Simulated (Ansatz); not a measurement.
Consider the formal exchange of groups at a B–Al bond: `CO[B]([AlH2])[SiH3]` + `F/C=C(\F)Cl` → `COB([SiH3])Cl` + `F/C=[C](\F)[AlH2]`.

Calculated with Ansatz (gas phase, PBE0-D4/def2-TZVP geometries, no zero-point term in ΔE). CCSD(T)/CBS is the MP2 limit (def2-TZVPP, def2-QZVPP) plus CCSD(T) − MP2 in def2-TZVPP, frozen cores. Double bonds are as drawn, so ΔE can hold a change between cis and trans. Functionals use def2-TZVPP. B3LYP here is the variant with VWN-RPA as its local correlation; programs differ in this. One conformer a species, not always the lowest.

Task: Is it downhill or uphill in electronic energy at CCSD(T)/CBS, and by how much? (Estimate.)

Result: Computed: Downhill: ΔE = -2.38 eV.

Task: What do these levels give: PBE-D4, ωB97M-V, r2SCAN, B3LYP, CCSD/def2-TZVPP, MP2/CBS(def2)? (Best estimate.)

Result: The calculation gave: PBE-D4 -2.14, ωB97M-V -2.38, r2SCAN -2.33, B3LYP -2.33, CCSD/def2-TZVPP -2.37, MP2/CBS(def2) -2.50 eV.

Largest T1 diagnostic among the species: 0.015.

In def2-TZVPP, CCSD(T) changes the Hartree–Fock value by +0.19 eV (the triples alone add +0.02 eV) and MP2 by +0.06 eV. From PBE to PBE0 (25 % exact exchange), in def2-TZVPP and without D4, ΔE moves by −0.09 eV.
